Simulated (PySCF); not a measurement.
BrH₃SeSi. Atoms are numbered in the order given.

```xyz
6

Se     0.8771    -0.5500     0.0000
Br    -0.3374     1.4819     0.0000
Si    -0.9960    -1.8964     0.0000
H     -0.4240    -3.2887     0.0000
H     -1.8220    -1.6640    -1.2313
H     -1.8220    -1.6640     1.2313
```

Geometry: PBE-D3(BJ)/def2-SVP. The structure was generated by enumeration, and PubChem lists no compound with its InChIKey, so it may never have been made.

All values below come from PBE/def2-TZVPD run with PySCF.

Symmetry labels are those of the subgroup Cs that the program uses (full group Cs).

### Question
List the valence orbital energies around the gap with their symmetry. (Estimate from the structure and the level; the computed values follow.)

### Answer

```
orbital  symmetry  energy (eV)
-------  --------  -----------
HOMO−7         A'       -13.38
HOMO−6         A'        -9.95
HOMO−5         A"        -9.10
HOMO−4         A'        -9.03
HOMO−3         A'        -8.63
HOMO−2         A"        -7.88
HOMO−1         A'        -7.03
HOMO           A"        -5.88
LUMO           A'        -3.76
LUMO+1         A'        -1.49
LUMO+2         A'        -0.48
LUMO+3         A'        -0.08
```
